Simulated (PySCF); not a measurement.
Shieldings and the share of exact exchange

Molecule: SMILES N[Si](SC)(N)F, CH₇FN₂SSi.

Geometry (Å), atoms numbered from 1 in this order:
```xyz
13

C     2.194   -0.828   -0.015
S     0.517   -1.463   -0.358
Si   -0.670    0.166    0.344
N    -2.246   -0.255    0.834
N    -0.769    1.360   -0.867
F     0.092    0.689    1.691
H     2.487   -0.050   -0.735
H     2.252   -0.426    1.005
H     2.882   -1.677   -0.113
H    -2.986   -0.329    0.148
H    -2.412   -0.832    1.649
H    -0.127    1.367   -1.647
H    -1.213    2.257   -0.708
```

GIAO shieldings (ppm, equivalent atoms averaged) in PySCF 2.14 on the PBE0-D3(BJ)/def2-SVP geometry, basis pcSseg-1, gas phase, non-relativistic:

| functional | exact exchange (%) | σ(S2) | σ(Si3) | σ(N4/N5) | σ(F6) |
| --- | --- | --- | --- | --- | --- |
| BLYP | 0 | 619.2 | 348.4 | 225.4 | 292.4 |
| BP86 | 0 | 638.6 | 355.4 | 226.5 | 291.1 |
| PBE | 0 | 640.2 | 355.6 | 227.3 | 289.7 |
| B3LYP | 20 | 644.3 | 361.9 | 229.6 | 306.4 |
| mPW1PW91 | 25 | 666.5 | 371.8 | 231.7 | 309.1 |
| BHandHLYP | 50 | 677.1 | 382.5 | 235.4 | 324.3 |
| HF | 100 | 730.0 | 419.9 | 243.5 | 349.6 |

**Question.** Fit each shielding as a line in the percentage of exact exchange.

**Answer.** σ(S2) = 632.5 + 0.97 x (rms 7.9 ppm); σ(Si3) = 352.4 + 0.66 x (rms 3.1 ppm); σ(N4/N5) = 226.5 + 0.17 x (rms 0.6 ppm); σ(F6) = 292.5 + 0.59 x (rms 1.9 ppm). The functionals also differ in their semilocal parts, which the line can't hold; Hartree–Fock has no correlation at all.

**Question.** What does the line predict for PBE0 (25 %), and what does the run give?

**Answer.** σ(S2): 656.8 predicted, 669.7 computed; σ(Si3): 368.9 predicted, 372.4 computed; σ(N4/N5): 230.8 predicted, 232.5 computed; σ(F6): 307.2 predicted, 307.9 computed ppm.
